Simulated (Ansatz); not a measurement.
Reactions of C$_{3}$H$_{6}$FN, SMILES `CN=C(C)F`.

Computed with Ansatz on PBE0-D4/def2-TZVP structures; ΔE is electronic, products minus reactants. CCSD(T)/CBS adds triple-zeta CCSD(T) − MP2 to the extrapolated MP2 energy (def2 sets, frozen cores). This one scheme is used for every species. Double bonds are as drawn, so ΔE can hold a change between cis and trans. Triplets are unrestricted, without spin–orbit coupling. def2 core potentials past Kr. For Te, Zr outer-core shells are correlated without core-valence functions, which leaves a few kJ/mol of doubt a bond. Each species was taken in one conformer, which may not be the lowest.

(1) Order these by ΔE at CCSD(T)/CBS, lowest first. (Estimate.)
A. `C/N=C(/C)F` + H₂O → `C/N=C(\C)O` + H–F
B. `C/N=C(/C)F` + `C#[C][Zr]([OH])([OH])[F]` → `C#[C][Zr]([OH])([F])[O]C` + `C/N=C\F`
C. `C/N=C(/C)F` + `CC[TeH]` → `CC[Te]C` + `C/N=C\F`
D. `C/N=C(/C)F` → `C/N=C\F` + `[CH2]` (triplet)
E. `C/N=C(/C)F` → `C=NC(C)F`
F. `C/N=C(/C)F` → `C=C(F)NC`

Largest T1 diagnostic: 0.017, for `C#[C][Zr]([OH])([OH])[F]`.

## Answers

(1) A (-0.15 eV), C (+0.18 eV), E (+0.30 eV), F (+0.55 eV), B (+0.77 eV), D (+4.81 eV).
